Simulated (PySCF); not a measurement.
CH2ClNO3Si. Atoms are numbered in the order given.

```xyz
9

O      2.7746    -1.3432    -1.5286
C      1.7753    -0.8087    -1.2018
N      0.7332    -0.2560    -0.9171
Si    -0.5263     0.4464     0.0264
O     -1.9368     0.4031    -0.8424
O     -0.2205     2.0184     0.4274
Cl    -0.6289    -0.6169     1.7864
H     -2.0996    -0.4120    -1.3481
H     -0.5635     2.6683    -0.2113
```

Coordinates come from a PBE-D3(BJ)/def2-SVP optimisation. The structure was generated by enumeration, and PubChem lists no compound with its InChIKey, so it may never have been made. The values are those of a single conformer.

Computed with r2SCAN/def2-TZVP in PySCF.

ESP charges are fitted to the potential on shells at 1.4 to 2.0 van der Waals radii. Atomic charges (e):

```
atom  ESP fit    IAO
----  -------  -----
O1      -0.34  -0.35
C2       0.58   0.54
N3          ?  -0.62
Si4      0.63   1.55
O5          ?  -0.80
O6          ?  -0.79
Cl7         ?  -0.31
H8       0.43   0.38
H9       0.45   0.38
```

Some entries are withheld; supply them. (An estimate is asked for; the answer gives what the named calculation found.)


- N3, ESP fit: -0.46
- O5, ESP fit: -0.60
- O6, ESP fit: -0.57
- Cl7, ESP fit: -0.12

Give the Mayer and Wiberg (Löwdin basis) orders of the bonds. (An estimate is asked for; the answer gives what the named calculation found.)


```json
[
 {"bond": "O1–C2", "Mayer": "2.09", "Wiberg": "2.83"},
 {"bond": "C2–N3", "Mayer": "2.02", "Wiberg": "2.46"},
 {"bond": "N3–Si4", "Mayer": "1.04", "Wiberg": "1.26"},
 {"bond": "Si4–O5", "Mayer": "1.23", "Wiberg": "1.67"},
 {"bond": "Si4–O6", "Mayer": "1.28", "Wiberg": "1.68"},
 {"bond": "Si4–Cl7", "Mayer": "1.17", "Wiberg": "1.80"},
 {"bond": "O5–H8", "Mayer": "0.86", "Wiberg": "1.00"},
 {"bond": "O6–H9", "Mayer": "0.86", "Wiberg": "1.00"}
]
```
